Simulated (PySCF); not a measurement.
Record of a relaxation.

Compound: Pd(PH3)4 (singlet state).
Bonds: Pd1–P2, Pd1–P6, Pd1–P10, Pd1–P14. Hydrogens: H3, H4, H5 on P2; H7, H8, H9 on P6; H11, H12, H13 on P10; H15, H16, H17 on P14.

Method: PBE0-D3(BJ)/def2-SVP geometry optimisation, gas phase, def2 core potentials past Kr (PySCF 2.14.0); density fitting, grid level 1; the optimiser is geomeTRIC in internal coordinates, started from a GFN2-xTB structure with every atom displaced at random (about 0.03 Å). The frame can shift and turn from step to step; on so coarse a grid that alone can change the energy by a few meV, and forces under 0.02 eV/Å are noise.

Step 0: E = -40805.2116 eV, largest atomic force 3.405 eV/Å
```
atom  x, y, z in Å  |  force x, y, z in eV/Å
Pd1     0.056   -0.070    0.011   -0.399   0.321  -0.011
P2     -0.018   -0.019    2.395    0.675  -0.907  -2.002
H3      0.599    0.939    3.138    0.788   1.305   0.759
H4      0.601   -1.052    3.141   -0.118  -0.283   0.135
H5     -1.165    0.061    3.132   -1.273  -0.124   0.817
P6      2.249    0.018   -0.811   -0.523  -0.376   2.625
H7      3.155   -1.066   -0.595   -0.107  -0.096   0.035
H8      3.257    0.959   -0.446   -0.096   0.191   0.181
H9      2.583    0.116   -2.090    0.492   0.177  -2.739
P10    -1.150    1.966   -0.757    1.036  -1.395  -1.243
H11    -0.740    3.253   -0.476    0.498   1.021   0.262
H12    -2.443    2.267   -0.447   -1.558   0.170   0.568
H13    -1.416    2.286   -2.160    0.303  -0.236   0.563
P14    -1.175   -1.950   -0.792    3.255   0.840   0.539
H15    -0.666   -3.272   -0.565   -0.065   0.139   0.073
H16    -1.333   -2.174   -2.138   -0.206  -0.124  -1.278
H17    -2.421   -2.262   -0.481   -2.703  -0.623   0.716
```

Step 1: E = -40805.7961 eV, largest atomic force 0.475 eV/Å
```
atom  x, y, z in Å  |  force x, y, z in eV/Å
Pd1     0.055   -0.061    0.008   -0.365   0.304  -0.011
P2     -0.014   -0.007    2.368    0.142   0.007  -0.157
H3      0.633    1.019    3.126   -0.049  -0.033  -0.018
H4      0.568   -1.068    3.123   -0.055   0.012   0.041
H5     -1.220    0.040    3.133    0.036  -0.017   0.003
P6      2.232    0.016   -0.799    0.123  -0.128   0.050
H7      3.124   -1.079   -0.577   -0.034   0.004  -0.023
H8      3.211    0.984   -0.408   -0.096   0.018   0.010
H9      2.562    0.119   -2.186   -0.039   0.007   0.010
P10    -1.120    1.925   -0.752    0.048  -0.105   0.041
H11    -0.669    3.250   -0.457    0.006  -0.055   0.023
H12    -2.477    2.214   -0.402    0.064  -0.038   0.041
H13    -1.340    2.221   -2.131    0.047  -0.045  -0.022
P14    -1.138   -1.928   -0.794    0.294   0.098  -0.021
H15    -0.637   -3.241   -0.546   -0.053  -0.019   0.002
H16    -1.313   -2.151   -2.195   -0.061  -0.008   0.048
H17    -2.485   -2.254   -0.451   -0.006   0.000  -0.018
```

Step 2: E = -40805.8165 eV, largest atomic force 0.394 eV/Å
```
atom  x, y, z in Å  |  force x, y, z in eV/Å
Pd1     0.044   -0.049    0.007   -0.303   0.252  -0.004
P2     -0.013   -0.001    2.354    0.086  -0.026  -0.043
H3      0.629    1.026    3.113   -0.027  -0.026  -0.011
H4      0.558   -1.063    3.118   -0.014   0.009   0.034
H5     -1.217    0.043    3.122    0.018   0.003  -0.016
P6      2.218    0.011   -0.792    0.099  -0.104  -0.034
H7      3.108   -1.085   -0.575    0.009   0.008  -0.012
H8      3.183    0.989   -0.396   -0.031   0.012   0.012
H9      2.544    0.120   -2.181   -0.031   0.005   0.051
P10    -1.108    1.909   -0.747    0.038  -0.054   0.041
H11    -0.651    3.229   -0.445    0.000  -0.031   0.004
H12    -2.463    2.197   -0.390    0.044  -0.020   0.001
H13    -1.316    2.198   -2.130    0.009  -0.012  -0.012
P14    -1.124   -1.915   -0.798    0.125  -0.001  -0.020
H15    -0.634   -3.231   -0.547   -0.033  -0.027  -0.011
H16    -1.312   -2.140   -2.196   -0.023  -0.008   0.026
H17    -2.474   -2.239   -0.457    0.034   0.020  -0.006
```

Step 3: E = -40805.8276 eV, largest atomic force 0.181 eV/Å
```
atom  x, y, z in Å  |  force x, y, z in eV/Å
Pd1     0.020   -0.028    0.004   -0.144   0.108   0.013
P2     -0.012    0.003    2.341    0.033  -0.059   0.066
H3      0.626    1.029    3.102    0.003   0.001  -0.003
H4      0.550   -1.057    3.117    0.008   0.007   0.010
H5     -1.215    0.049    3.111   -0.007   0.012  -0.020
P6      2.205   -0.001   -0.779    0.055  -0.042  -0.049
H7      3.095   -1.096   -0.568    0.027   0.010  -0.003
H8      3.154    0.986   -0.374    0.020  -0.003   0.007
H9      2.525    0.119   -2.168   -0.006   0.001   0.036
P10    -1.098    1.899   -0.745    0.020   0.016  -0.004
H11    -0.632    3.213   -0.436   -0.005   0.008  -0.010
H12    -2.450    2.187   -0.386   -0.003   0.006  -0.018
H13    -1.292    2.182   -2.130   -0.017   0.017   0.000
P14    -1.107   -1.903   -0.806   -0.017  -0.101  -0.017
H15    -0.631   -3.226   -0.555   -0.007  -0.008  -0.012
H16    -1.307   -2.133   -2.201    0.009   0.002  -0.004
H17    -2.459   -2.224   -0.466    0.032   0.024   0.008
```

Step 4: E = -40805.8303 eV, largest atomic force 0.102 eV/Å
```
atom  x, y, z in Å  |  force x, y, z in eV/Å
Pd1     0.008   -0.019    0.003   -0.083   0.058   0.011
P2     -0.012   -0.001    2.342    0.016  -0.044   0.051
H3      0.628    1.025    3.103    0.008   0.008  -0.001
H4      0.550   -1.060    3.120    0.006   0.002   0.000
H5     -1.214    0.048    3.111   -0.011   0.008  -0.011
P6      2.203   -0.007   -0.772    0.021  -0.012  -0.020
H7      3.095   -1.102   -0.562    0.016   0.004   0.001
H8      3.152    0.978   -0.362    0.020  -0.005   0.003
H9      2.525    0.117   -2.158    0.005   0.001   0.009
P10    -1.100    1.907   -0.749    0.024   0.003  -0.012
H11    -0.632    3.221   -0.440   -0.002   0.011  -0.007
H12    -2.452    2.198   -0.395   -0.012   0.008  -0.011
H13    -1.291    2.190   -2.135   -0.012   0.013   0.004
P14    -1.103   -1.906   -0.810   -0.021  -0.074  -0.012
H15    -0.629   -3.230   -0.561    0.003   0.001  -0.005
H16    -1.303   -2.136   -2.205    0.009   0.004  -0.009
H17    -2.453   -2.225   -0.469    0.012   0.014   0.008
```

Step 5: E = -40805.8318 eV, largest atomic force 0.024 eV/Å
```
atom  x, y, z in Å  |  force x, y, z in eV/Å
Pd1    -0.010   -0.006    0.003   -0.014   0.003   0.005
P2     -0.014   -0.010    2.347   -0.003  -0.006   0.009
H3      0.630    1.014    3.107    0.004   0.003  -0.002
H4      0.549   -1.070    3.121    0.000  -0.003  -0.007
H5     -1.216    0.042    3.116   -0.003   0.000   0.002
P6      2.201   -0.011   -0.761   -0.008   0.019   0.011
H7      3.091   -1.109   -0.550   -0.004  -0.005   0.003
H8      3.154    0.966   -0.343    0.007  -0.004  -0.001
H9      2.532    0.116   -2.144    0.011   0.002  -0.011
P10    -1.104    1.923   -0.757    0.017  -0.015  -0.007
H11    -0.635    3.236   -0.449    0.000   0.004   0.000
H12    -2.457    2.219   -0.413   -0.006   0.004   0.000
H13    -1.289    2.207   -2.144    0.000   0.001   0.000
P14    -1.098   -1.911   -0.817   -0.007  -0.010  -0.003
H15    -0.621   -3.234   -0.568    0.009   0.006   0.002
H16    -1.296   -2.142   -2.212    0.004   0.004  -0.003
H17    -2.447   -2.232   -0.475   -0.006  -0.002   0.002
```

Step 6: E = -40805.8318 eV, largest atomic force under 0.02 eV/Å
```
atom  x, y, z in Å  |  force x, y, z in eV/Å
Pd1    -0.015   -0.002    0.003    0.001  -0.009   0.004
P2     -0.016   -0.013    2.348   -0.005   0.002  -0.001
H3      0.630    1.008    3.109    0.001  -0.001  -0.001
H4      0.547   -1.076    3.118   -0.001  -0.003  -0.005
H5     -1.217    0.038    3.118    0.000  -0.001   0.003
P6      2.200   -0.010   -0.757   -0.007   0.017   0.007
H7      3.085   -1.110   -0.545   -0.006  -0.005   0.002
H8      3.156    0.964   -0.335    0.003  -0.003   0.000
H9      2.535    0.118   -2.139    0.006   0.001  -0.005
P10    -1.104    1.926   -0.760    0.006  -0.006  -0.005
H11    -0.634    3.239   -0.452    0.000   0.001   0.000
H12    -2.458    2.225   -0.420   -0.001   0.002   0.001
H13    -1.286    2.211   -2.147    0.002  -0.001   0.000
P14    -1.098   -1.911   -0.819   -0.004   0.005   0.000
H15    -0.616   -3.232   -0.569    0.007   0.004   0.001
H16    -1.293   -2.141   -2.214    0.001   0.002  -0.001
H17    -2.446   -2.236   -0.478   -0.003  -0.004  -0.001
```

**Question.** Summarise the path.

**Answer.** The energy falls by 59.84 kJ/mol from step 0 to step 6; nine tenths of that is first reached at step 1. It falls at every step. The largest force goes from 3.405 to under 0.02 eV/Å. Among the bonds Pd1–P10 changes most, from 2.488 to 2.342 Å; the atoms move by 0.084 Å rms after alignment.

The cost below is that of the whole optimisation. The run took 1.9 min of wall time on one thread of an Arm Neoverse V1 (shared host), and the process peaked at 0.69 GiB of memory.
